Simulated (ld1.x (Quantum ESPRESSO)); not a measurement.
Which change was made? (V, PAW)

```json
{"Element": "vanadium", "Generator": "ld1.x (Quantum ESPRESSO) 7.5", "Type": "PAW", "Functional": "PBE", "Relativity": "scalar-relativistic", "Frozen core": "[Ar]", "Valence charge": "5", "Reference configuration": "3d3 4s1 4p0 (charge +1)", "Partial waves": "4s (bound): rcut 1.80, rcutus 2.40 bohr; 4s channel at -0.45 Ry: rcut 1.80, rcutus 2.40 bohr; 4p (bound, empty): rcut 2.75, rcutus 3.35 bohr; 4p channel at 0.05 Ry: rcut 2.75, rcutus 3.35 bohr; 3d (bound): rcut 1.35, rcutus 1.70 bohr; 3d channel at 2.6 Ry: rcut 1.35, rcutus 1.70 bohr", "Local potential": "all-electron potential smoothed inside 1.40 bohr (lloc = -1)", "Core correction": "Bessel-smoothed model core inside 1.70 bohr", "Augmentation charge": "PSQ, inside the norm-conserving radii"}
```

Cutoffs, loose and tight: the cutoffs (Ry, on a coarse ladder) from which the occupation-weighted sum of valence levels, in a spherical-Bessel basis at the reference potential, stays within 10 and 1 mRy of its value at 400 Ry. They do not see the model core or the augmentation charge, which bear on the density cutoff. Test errors are all-electron minus pseudo excitation energies from the reference, over the configurations 3d3 4s2 4p0; 3d3 4s0 4p0; 3d2 4s0 4p0; 3d3 4s1 4p1; 3d1 4s0 4p0; 3d4 4s1 4p0; 3d2 4s2 4p0; variants that change the core or the reference have their own tests. The largest error is taken over the tests solved by every variant that gives reliable tests at all, those not shown here included: 3d2 4s0 4p0; 3d3 4s0 4p0; 3d3 4s2 4p0.

The base gives: outcome: generated; cutoff, loose: 35 Ry; cutoff, tight: 50 Ry; bound ghosts: s; largest test error (meV): -525.

Task: After one change the result is: outcome: generated, overlap not positive; bound ghosts: s (p not tested, overlap not positive); largest test error (meV): -330. Which change was it?
A. core [Ne] 3s2, valence charge 11; reference 3p6 3d3 4s2 4p0; waves now 4s (bound): rcut 2.30, rcutus 2.90 bohr; 4s channel at -0.45 Ry: rcut 2.30, rcutus 2.90 bohr; 3p (bound): rcut 1.40, rcutus 1.80 bohr; 4p (bound): rcut 1.40, rcutus 1.80 bohr; 3d (bound): rcut 1.40, rcutus 1.50 bohr; 3d channel at 2.6 Ry: rcut 1.40, rcutus 1.50 bohr; local potential all-electron potential smoothed inside 1.30 bohr (lloc = -1); core correction Bessel-smoothed model core, default radius (core density twice the valence density)
B. waves 4p (bound): rcut 2.34, rcutus 2.48 bohr; 4p channel at 0.05 Ry: rcut 2.34, rcutus 2.48 bohr
C. reference 3d3 4s0 4p0

Result: A. The others give: waves 4p (bound): rcut 2.34, rcutus 2.48 bohr; 4p channel at 0.05 Ry: rcut 2.34, rcutus 2.48 bohr → outcome: generated; cutoff, loose: 35 Ry; cutoff, tight: 50 Ry; bound ghosts: s, p; largest test error (meV): -525 | reference 3d3 4s0 4p0 → outcome: generated; cutoff, loose: 35 Ry; cutoff, tight: 55 Ry; bound ghosts: s; largest test error (meV): -467. A file whose overlap is not positive is unfit for use, and its test errors describe a broken file.
